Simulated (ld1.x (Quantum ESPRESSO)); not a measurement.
# Before and after: TM potential for Yb

ytterbium, norm-conserving Troullier–Martins (Kleinman–Bylander form), made with ld1.x (Quantum ESPRESSO) 7.5 (Wu–Cohen, scalar-relativistic). Core [Kr] 4d10 4f13, reference 5s2 5p6 5d1 6s2 6p0. Waves: 5p (bound): rc 1.55 bohr; 5d (bound): rc 2.15 bohr; 5s (bound): rc 1.40 bohr. Local part: the s channel. Core correction: none.

Occupied shells without a wave of their own: 6s. They enter only through the test configuration that unscreens the potential.

All-electron outer shells of the reference configuration (Wu–Cohen, scalar-relativistic, ld1.x):

| shell | level (eV) | outermost node (bohr) | outermost maximum (bohr) |
| --- | --- | --- | --- |
| 4d | -185.32 | 0.24 | 0.49 |
| 5s | -59.34 | 0.58 | 1.07 |
| 5p | -31.01 | 0.62 | 1.21 |
| 4f | -9.61 | – | 0.48 |
| 6s | -4.60 | 1.44 | 3.08 |
| 5d | -1.88 | 0.70 | 1.85 |
| 6p | -1.30 | 1.76 | 4.27 |

Change: functional PBEsol.

Cutoffs: the cutoffs (Ry, on a coarse ladder) from which the occupation-weighted sum of valence levels, in a spherical-Bessel basis at the reference potential, stays within 10 and 1 mRy of its value at 400 Ry; they do not see the model core or the augmentation charge, which bear on the density cutoff. Errors are all-electron minus pseudo energies relative to the spin-unpolarised reference configuration.

Problem. How do hardness, ghosts and transferability respond?

Solution. The potential gets neither clearly harder nor softer (80 Ry and 140 Ry → 80 Ry and 140 Ry); the errors of the 7 common tests hardly move; neither file shows a bound ghost.

```tsv
quantity	base	changed
cutoff, loose	80 Ry	80 Ry
cutoff, tight	140 Ry	140 Ry
bound ghosts	none	none
largest miss of a reference level, eV	0.11	0.11
error for 5s2 5p6 5d1 6s1 6p0, meV [ΔE 7.28 eV]	-144	-142
error for 5s2 5p6 5d1 6s0 6p0, meV [ΔE 20.27 → 20.33 eV]	-353	-348
error for 5s2 5p6 5d0 6s0 6p0, meV [ΔE 40.19 → 40.24 eV]	-566	-559
error for 5s2 5p6 5d1 6s1 6p1, meV [ΔE 3.39 → 3.36 eV]	-108	-107
error for 5s2 5p6 5d0 6s2 6p1, meV [ΔE 1.13 → 1.12 eV]	+10	+9.9
error for 5s1 5p6 5d1 6s2 6p0, meV [ΔE 65.32 → 65.34 eV]	-378	-379
error for 5s2 5p5 5d1 6s2 6p0, meV [ΔE 36.38 → 36.40 eV]	-204	-206
s: phases at 2.36 bohr within 0.05 rad from the reference energy up to (Ry; the scan ends near 5)	-0.1	-0.1
p: phases at 2.36 bohr within 0.05 rad from the reference energy up to (Ry; the scan ends near 5)	1.7	1.7
d: phases at 2.36 bohr within 0.05 rad from the reference energy up to (Ry; the scan ends near 5)	4.4	4.4
```

Base: The 6s level has no wave, so the channel is fitted at the deeper level alone: the likely source of the large errors. Changed file: The 6s level has no wave, so the channel is fitted at the deeper level alone: the likely source of the large errors.
